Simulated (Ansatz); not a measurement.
Si(All)(H)3 (C₃H₈Si), SMILES C=CC[SiH3].

The structure is a stationary point at B3LYP-D3(BJ)/def2-SVP. Other conformers were not sampled.

Two levels are set side by side: PBE/def2-SVPD (Ansatz, a program for electronic structure) and PBE0/def2-SVPD (Ansatz). Energy differences of separate SCF runs at the same geometry; the states with an electron removed or added have multiplicity 2 and 2. Differences are taken from unrounded values.

```json
[
 {"quantity": "vertical ionisation energy (eV)", "PBE": "9.18"},
 {"quantity": "vertical singlet–triplet gap (eV)", "PBE": "4.24"}
]
```

These are the PBE values. What does PBE0 give? (Estimate from the structure and the level; the computed values follow.)


```tsv
quantity	PBE0	PBE minus PBE0
vertical ionisation energy (eV)	9.25	-0.07
vertical singlet–triplet gap (eV)	4.11	0.12
```
